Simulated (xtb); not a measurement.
A run for xtb: GFN-FF on C3H6S (a complex), monomers drawn apart or pushed together.

```
$ xtb mol.xyz --gfnff --sp --chrg 0 --uhf 0
10

S      0.17902421     0.15321057    -0.49990647
H      0.31789063    -1.17979088    -0.42046149
H      0.66804189     0.33445388     0.73996336
C     -1.25584402    -0.32230364     3.48516814
C      0.00100781    -0.05769331     3.68197058
C      1.26215356     0.21040852     3.86071746
H     -1.91208791    -0.58111570     4.30799328
H     -1.68091274    -0.28720001     2.48821701
H      1.60016307     1.22086680     4.06083475
H      2.01451429    -0.56941128     3.82676443
```

The log:

```
[...]
           -------------------------------------------------
          |                Calculation Setup                |
           -------------------------------------------------



molecular fragmentation (1/2 indicates fragments):
1112222222
# atoms in fragment 1/2:     3     7
 fragment masses (1/2) :       34.08       40.06
CMA distance (Bohr)    :   7.832
constraining FC (au)   :  0.0500

          ==================== Thresholds ====================
          CN  :   150.00000
          rep :   500.00000
          disp:  2500.00000
          HB1 :   250.00000
          HB2 :   450.00000

          Pauling EN used:
          Z : 1  EN :  2.20
          Z : 6  EN :  2.55
          Z :16  EN :  2.58
          electric field strengths (au): 0.000

           -------------------------------------------------
          |           Force Field Initialization            |
           -------------------------------------------------

          distances ...
          ----------------------------------------
          generating topology and atomic info file ...
          pair mat ...
          computing topology distances matrix with Floyd-Warshall algo ...
          making topology EEQ charges ...
          #fragments for EEQ constrain: 2
          ----------------------------------------
          generating topology and atomic info file ...
          pair mat ...
          computing topology distances matrix with Floyd-Warshall algo ...
          making topology EEQ charges ...
          rings ...
          # BATM   16
          # H in HB   6
          doing iterative Hueckel for 1 subsystem(s) ...

  atom   neighbors  erfCN metchar sp-hybrid imet pi  qest     coordinates
    1  S       2    1.92   0.00         3    0    0  -0.171    0.338307    0.289526   -0.944686
    2  H       1    0.98   0.00         0    0    0   0.086    0.600726   -2.229482   -0.794557
    3  H       1    0.98   0.00         0    0    0   0.086    1.262416    0.632026    1.398328
    4  C       3    2.78   0.00         2    0    1  -0.054   -2.373201   -0.609066    6.586013
    5  C       2    1.93   0.00         1    0    1  -0.034    0.001904   -0.109025    6.957916
    6  C       3    2.78   0.00         2    0    1  -0.054    2.385125    0.397614    7.295699
    7  H       1    0.97   0.00         0    0    0   0.035   -3.613322   -1.098150    8.140927
    8  H       1    0.97   0.00         0    0    0   0.035   -3.176465   -0.542729    4.702049
    9  H       1    0.97   0.00         0    0    0   0.035    3.023870    2.307104    7.673866
   10  H       1    0.97   0.00         0    0    0   0.035    3.806880   -1.076031    7.231537

          #atoms :   10
          #bonds :   8
          #angl  :   8
          #tors  :   2
          #nmol  :   2
          #optfrag :   2
           -------------------------------------------------
          |                   G F N - F F                   |
          |          A general generic force-field          |
          |                  Version 1.0.3                  |
           -------------------------------------------------
          Number of HB bonds (bound hydrogen)     132
          Number of HB bonds (unbound hydrogen)   84
          Number of XB bonds                      60

 E+G (total)                   0 d,  0 h,  0 min,  0.000 sec
 distance/D3 list               ...        0 min,  0.000 sec (  0.711%)
 non bonded repulsion           ...        0 min,  0.000 sec ( 15.161%)
 dCN                            ...        0 min,  0.000 sec (  2.755%)
 EEQ energy and q               ...        0 min,  0.000 sec ( 10.228%)
 D3                             ...        0 min,  0.000 sec ( 12.043%)
Note: The following floating-point exceptions are signalling: IEEE_UNDERFLOW_FLAG IEEE_DENORMAL
normal termination of xtb
 EEQ gradient                   ...        0 min,  0.000 sec (  3.117%)
 bonds                          ...        0 min,  0.000 sec (  6.908%)
 bend and torsion               ...        0 min,  0.000 sec (  6.558%)
 bonded ATM                     ...        0 min,  0.000 sec (  3.765%)
 HB/XB (incl list setup)        ...        0 min,  0.000 sec ( 33.312%)

         :::::::::::::::::::::::::::::::::::::::::::::::::::::
         ::                     SUMMARY                     ::
         :::::::::::::::::::::::::::::::::::::::::::::::::::::
         :: total energy              -1.494150063804 Eh    ::
         :: gradient norm              0.029379597518 Eh/a0 ::
         ::.................................................::
         :: bond energy               -1.554553280603 Eh    ::
         :: angle energy               0.002061629885 Eh    ::
         :: torsion energy             0.000000007421 Eh    ::
         :: repulsion energy           0.072627873735 Eh    ::
         :: electrostat energy        -0.010340245675 Eh    ::
         :: dispersion energy         -0.003492955257 Eh    ::
         :: HB energy                 -0.000545539274 Eh    ::
         :: XB energy                  0.000000000000 Eh    ::
         :: bonded atm energy          0.000092445964 Eh    ::
         :: external energy            0.000000000000 Eh    ::
         :: add. restraining           0.000000000000 Eh    ::
         :: total charge              -0.000000000000 e     ::
         :::::::::::::::::::::::::::::::::::::::::::::::::::::

           -------------------------------------------------
          |                Property Printout                |
           -------------------------------------------------

molecular dipole:
                 x           y           z       tot (Debye)
 q only:        0.114      -0.231       0.270       0.949

           -------------------------------------------------
          | TOTAL ENERGY               -1.494150063804 Eh   |
          | GRADIENT NORM               0.029379597518 Eh/α |
           -------------------------------------------------
########################################################################
[WARNING] Runtime exception occurred
-1- gfnff_setup: Could not read topology file.
########################################################################

------------------------------------------------------------------------
------------------------------------------------------------------------
 total:
 SCF:
```

The run finished.

Cost: very roughly 0.020 core-seconds.
